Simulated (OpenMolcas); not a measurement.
## Ionisation energies of titanium

```
Program             : OpenMolcas 26.06
Basis               : ANO-RCC-VTZP [6s5p3d2f1g]
Scalar Hamiltonian  : DKH2, point nucleus
Spin-orbit coupling : state interaction with AMFI integrals over the reference wave functions, term energies averaged over their components
```

Active shells in each charge state: the valence d shell, with orbitals averaged over the low states. Where CASPT2's correlated closed shells are named, they are those of the first ion.

A. CASSCF
B. SS-CASPT2, IPEA 0.25 Eh, imaginary shift 0.1 Eh (closed shells correlated: 3s 3p)
C. SS-CASPT2, IPEA 0.25 Eh, imaginary shift 0.1 Eh (closed shells correlated: none)
D. SS-CASPT2, IPEA 0.25 Eh, imaginary shift 0.1 Eh (closed shells correlated: 2s 2p 3s 3p)
E. SS-CASPT2, IPEA 0 Eh, imaginary shift 0.1 Eh (closed shells correlated: 3s 3p)

Energies in eV between the lowest computed levels, named as in B; reference values from the NIST Atomic Spectra Database with their kind.

```csv
From,To,A,B,C,D,E,Spin-orbit share in B,Reference
Ti2+ 3d2 3F2,Ti3+ 3d 2D 3/2,26.578,27.414,26.748,27.426,27.493,+0.004,27.492 (measured)
Ti3+ 3d 2D 3/2,Ti4+ 3p6 1S0,42.259,42.958,42.259,42.968,43.021,+0.028,43.267 (measured)
```

Error against the reference values, in %:

| From | Reference | A | B | C | D | E |
| --- | --- | --- | --- | --- | --- | --- |
| Ti2+ | measured | -3.3 | -0.3 | -2.7 | -0.2 | 0 |
| Ti3+ | measured | -2.3 | -0.7 | -2.3 | -0.7 | -0.6 |

Mean absolute error over the 2 measured values: A 0.96 eV, B 0.19 eV, C 0.88 eV, D 0.18 eV, E 0.12 eV. E lies closest.

The lowest level within the active space need not be the ion's true ground level.
